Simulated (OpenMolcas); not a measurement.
Ce3+ among 6 point charges of -1 e arranged as a trigonal prism (D3h), with a polar angle of 44.2° against the regular 49.1°.

- Program: OpenMolcas 26.06
- Method: CASSCF
- Basis: ANO-RCC-VDZP [7s6p4d2f1g]
- Scalar Hamiltonian: DKH2, point nucleus
- Active space: 1 electron in 7 orbitals (4f)
- State averaging: 2S+1 = 2 odd, 7 roots
- Spin-orbit coupling: state interaction with AMFI integrals over the reference wave functions

All point charges move together. At R = 2.71 Å the width of the lowest J multiplet is 1059 cm-1, and at R = 3.1 Å it is 700 cm-1.

Task: A third run gives 806 cm-1. What distance was it run at?

Result: With a power law R^-n the two known points give n = -ln(700 / 1059) / ln(3.1 / 2.71) = 3.08. Then R = 2.71 × (1059 / 806)^(1/3.08) = 2.961 Å. The run was at 2.96 Å, so the estimate is off by +0.001 Å.

This is an electrostatic model: the charges have no orbitals. No measured value stands beside these numbers.
